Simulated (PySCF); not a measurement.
Excitation energy of Cu+ by level of theory

Cu+ [Ar] 3d10 (1S) → Cu+ [Ar] 3d9 4p1 (high-spin determinant), as a difference of total energies. All numbers are calculated (PySCF 2.14, the non-relativistic Hamiltonian (point nucleus), in def2-QZVPPD (11s6p5d4f2g, 100 functions)). Correlated levels: valence: [Ar] frozen; valence and next inner shell: [Ne] frozen. The calculations carry no spin-orbit coupling.

```
                                method  excitation energy (cm⁻¹)
                                   UHF                     49606
                                   LDA                     73038
                                   PBE                     68761
                                  PBE0                     65548
                                r2SCAN                     65107
                             BHandHLYP                     62399
                             CAM-B3LYP                     67617
                                  PW91                     69049
                                revPBE                     68019
                         MP2 (valence)                     74843
                     SCS-MP2 (valence)                     72249
    MP2 (valence and next inner shell)                     79549
SCS-MP2 (valence and next inner shell)                     75933
```

A first-order spin-orbit estimate (lowest level to lowest level, LS coupling) adds -0.088 eV.

The determinant of the upper state mixes LS terms, which raises its energy above the lowest term, most at the Hartree-Fock and MP2 levels.
